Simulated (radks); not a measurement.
Question: Species: W. Configuration: [Xe] 4f14 5d4 6s2. All-electron calculation, scalar-relativistic Kohn-Sham, PBE, spin-polarised, spherical densities, point nucleus; open shells are filled with parallel spins first (spin-orbit coupling, left out, can overturn this in heavy ions); hard spherical wall at 3 bohr. Program: a radial shooting solver on a logarithmic mesh with Libxc functionals. Some entries of the table are withheld. Estimate them.

orbital,occ.,eigenvalue (Ry),r(max) (bohr),<r^2> (bohr^2)
1s down,1,-5106.407,0.01145,0.0004628
1s up,1,-5106.406,0.01145,0.0004628
2s up,1,-880.0337,0.06566,0.007118
2s down,1,-880.0169,0.06566,0.007118
2p up,3,-769.3410,0.05389,0.005892
2p down,3,-769.3277,0.05388,0.005892
3s up,1,-201.4958,0.1852,0.04621
3s down,1,-201.4915,0.1853,0.04621
3p up,3,-168.7228,0.1834,0.04699
3p down,3,-168.7177,0.1834,0.04699
3d up,5,-131.0534,0.1494,0.03898
3d down,5,-131.0427,0.1494,0.03898
4s up,1,-40.36188,0.4206,0.2281
4s down,1,-40.34743,0.4206,0.2281
4p up,3,-29.61394,0.4412,0.2600
4p down,3,-29.60072,0.4412,0.2600
4d up,5,-16.00154,0.4522,0.3036
4d down,5,-15.98586,0.4523,0.3032
5s up,1,-4.48541,0.9699,1.323
5s down,1,-4.33917,0.9646,1.303
5p up,3,-1.93793,1.109,1.794
5p down,3,-1.75006,1.099,1.770
4f up,7,-0.95036,0.4292,0.4825
4f down,7,-0.91506,0.4290,0.4707
5d up,4,1.00625,1.480,2.742
5d down,0,1.22930,1.470,2.739
6s up,1,1.82872,2.052,3.816
6s down,1,2.01206,2.056,3.843
6p up,0,(1),2.170,3.858
6p down,0,(2),2.173,3.886
5f up,0,3.75214,1.984,3.722
5f down,0,3.96209,1.994,3.753
7s up,0,8.78257,2.486,3.742
7s down,0,8.94286,2.488,3.739

Answer: 
(1) 6p up eigenvalue (Ry): 3.14343
(2) 6p down eigenvalue (Ry): 3.30600
